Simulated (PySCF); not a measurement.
# WH5, doublet: molecular constants

Computed with PySCF, UPBE0, basis W def2-TZVP with ECP60, H def2-TZVP (scalar-relativistic core potentials, no spin–orbit coupling, density fitting).

The structure is a minimum.

- Point group: Cs
- Bond lengths: W–H 1.671 Å (×2), W–H 1.697 Å (×2), W–H 1.723 Å
- Bond angles: H–W–H 60.3°, H–W–H 71.0° (×2), H–W–H 112.5°, H–W–H 114.9° (×2), H–W–H 115.5° (×2), H–W–H 120.6° (×2)
- Principal quadrupole moments (Buckingham, traceless) about the centre of mass: -1.04, -0.26, 1.31 D Å
- Highest occupied level (α): -6.61 eV
- Enthalpy at 298.15 K above 0 K: 12.07 kJ/mol
- Zero-point energy: 92.6 kJ/mol
- Rotational symmetry number: 1
- Lowest empty level (α): -2.47 eV
- Principal polarisabilities: 45.2, 48.3, 49.5 bohr³
- Rotational constants: 1.909, 1.878, 1.533 cm⁻¹
- Heat capacity Cp at 298.15 K: 55.7 J/(mol K)
- Spin squared ⟨S²⟩: 0.758
- Atomisation energy without zero-point energy: 1400 kJ/mol
- Entropy at 298.15 K and 1 bar (electronic part: spin only): 266.6 J/(mol K)
- Dipole moment: 1.30 D

Harmonic modes (masses in u: W 183.951, H 1.008):
```tsv
symmetry	ω (cm⁻¹)	IR (km/mol)	μ (u)
a''	380	1.1	1.01
a'	553	86.7	1.02
a'	758	36.4	1.01
a''	823	40.2	1.02
a'	911	3.5	1.02
a''	919	30.0	1.01
a'	1008	57.6	1.01
a'	1968	253	1.02
a''	1999	139	1.01
a'	2015	99.5	1.01
a''	2068	140	1.01
a'	2085	65.8	1.02
```

Charges (e):
```json
{"atom": "W1", "Mulliken": "0.21", "Löwdin": "0.19", "polar tensor": "0.90", "spin (Mulliken)": "1.22", "Mayer order to W1": "–"}
{"atom": "H2", "Mulliken": "-0.16", "Löwdin": "-0.09", "polar tensor": "-0.28", "spin (Mulliken)": "-0.04", "Mayer order to W1": "0.99"}
{"atom": "H3,4", "Mulliken": "0.03", "Löwdin": "0.01", "polar tensor": "-0.10", "spin (Mulliken)": "-0.04", "Mayer order to W1": "0.96"}
{"atom": "H5,6", "Mulliken": "-0.06", "Löwdin": "-0.05", "polar tensor": "-0.21", "spin (Mulliken)": "-0.04", "Mayer order to W1": "0.99"}
```

Mulliken populations on W1 (electrons outside its core potential): s 2.84, p 6.44, d 4.46, f 0.03.

This need not be the most stable arrangement of these atoms. Other spin states or occupations of the open shell can lie lower. No spin–orbit coupling is included, which matters more the heavier the element.

The final relaxation and frequency run took 84 s on 2 threads of a shared INTEL XEON PLATINUM 8581C @ 2.10GHz (Emerald Rapids) host, with 70 basis functions and 20 gradients; the process peaked at 1.1 GiB.
